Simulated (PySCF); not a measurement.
Partial charges of `C[Si](Cl)(Cl)[Si](Cl)(Cl)Cl`

CH3Cl5Si2.
SMILES with atom numbers: `[CH3:1][Si:2]([Cl:3])([Cl:4])[Si:5]([Cl:6])([Cl:7])[Cl:8]` (hydrogens: H9, H10, H11 on C1)

Structure used (PBE0-D3(BJ)/def2-TZVP), in Å, numbered top down from 1:
```xyz
11
CH3Cl5Si2 angstrom
C     -1.7391    0.2563   -0.3124
Si    -0.3030   -0.5585    0.5179
Cl    -0.3068   -2.5690    0.1302
Cl    -0.3907   -0.2605    2.5421
Si     1.7588    0.2647   -0.1942
Cl     1.9528   -0.0242   -2.2056
Cl     1.8600    2.2692    0.1819
Cl     3.2931   -0.6677    0.7607
H     -1.6708    0.1269   -1.3942
H     -1.7476    1.3234   -0.0802
H     -2.6723   -0.1898    0.0385
```

Density: PBE0/pcSseg-2 (PySCF); schemes: Mulliken, IAO, Hirshfeld and ESP-fitted. Geometry: PBE0-D3(BJ)/def2-TZVP; no solvent, vibrations or thermal averaging.

Problem. Give the atomic charges in each scheme.

Solution. In e:

| atom | environment | Mulliken | IAO | Hirshfeld | ESP-fitted |
| --- | --- | --- | --- | --- | --- |
| C1 | Si-methyl carbon | -0.239 | -0.756 | -0.222 | -0.574 |
| Si2 | chlorine-bound silicon | +0.530 | +0.845 | +0.286 | +0.310 |
| Cl3 | silicon-bound chlorine | -0.232 | -0.294 | -0.102 | -0.107 |
| Cl4 | silicon-bound chlorine | -0.233 | -0.294 | -0.102 | -0.107 |
| Si5 | chlorine-bound silicon | +0.610 | +0.801 | +0.258 | +0.011 |
| Cl6 | silicon-bound chlorine | -0.231 | -0.286 | -0.099 | -0.036 |
| Cl7 | silicon-bound chlorine | -0.231 | -0.286 | -0.099 | -0.036 |
| Cl8 | silicon-bound chlorine | -0.213 | -0.272 | -0.091 | -0.034 |
| H9 | methyl hydrogen | +0.078 | +0.181 | +0.056 | +0.192 |
| H10 | methyl hydrogen | +0.079 | +0.181 | +0.056 | +0.191 |
| H11 | methyl hydrogen | +0.083 | +0.182 | +0.059 | +0.191 |

Mean size of the charges over all atoms: IAO 0.398 e, Mulliken 0.251 e, ESP-fitted 0.163 e, Hirshfeld 0.130 e. Each set sums to the total charge, 0, to within 0.001 e. The Hirshfeld scheme weights the molecular density at each point by an atom's share of the summed free-atom densities.

Lowest charge. All schemes agree: Mulliken C1 (-0.239); IAO C1 (-0.756); Hirshfeld C1 (-0.222); ESP-fitted C1 (-0.574).

Highest charge. The schemes don't all agree: Mulliken Si5 (+0.610); IAO Si2 (+0.845); Hirshfeld Si2 (+0.286); ESP-fitted Si2 (+0.310).

Problem. How closely do the schemes follow one another over all atoms?

Solution. Correlation coefficient and root-mean-square difference: IAO with Hirshfeld 1.00, 0.318 e; Mulliken with Hirshfeld 0.97, 0.156 e; Mulliken with IAO 0.96, 0.203 e; IAO with ESP-fitted 0.77, 0.330 e; Hirshfeld with ESP-fitted 0.75, 0.151 e; Mulliken with ESP-fitted 0.57, 0.251 e.

Problem. How many electrons does the Mulliken scheme count on Cl6?

Solution. Z − q = 17 − (-0.231) = 17.231.

Problem. Sum the charges by element, for elements with more than one atom.

Solution. 
```tsv
element	atoms	Mulliken	IAO	Hirshfeld	ESP-fitted
Si	2	+1.140	+1.645	+0.544	+0.321
Cl	5	-1.141	-1.433	-0.494	-0.320
H	3	+0.240	+0.544	+0.172	+0.573
```
